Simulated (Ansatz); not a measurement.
Ansatz results at the PBE0-D4/def2-TZVP geometry: HOMO energy (B3LYP/def2-TZVPP) -6.70 eV; HOMO–LUMO gap (PBE0/def2-TZVPP) 5.28 eV; LUMO energy (PBE/def2-TZVPP) -2.38 eV.

Each molecule was computed in one conformer, which needn't be the lowest.

(1) Which molecule gave them?
A. `[OH][Al]([F])[CH2]CF`
B. `[CH3][SnH2][SiH2]Cl`
C. `F[SiH2][SbH][SeH]`
D. `N[Si](O)(F)CF`

## Answers

(1) C. The others give `N[Si](O)(F)CF`: -7.76, 8.75, -0.15; `[OH][Al]([F])[CH2]CF`: -8.73, 8.45, -1.34; `[CH3][SnH2][SiH2]Cl`: -7.46, 7.06, -1.40.

B3LYP here is the variant with VWN-RPA as its local correlation; programs differ in this.
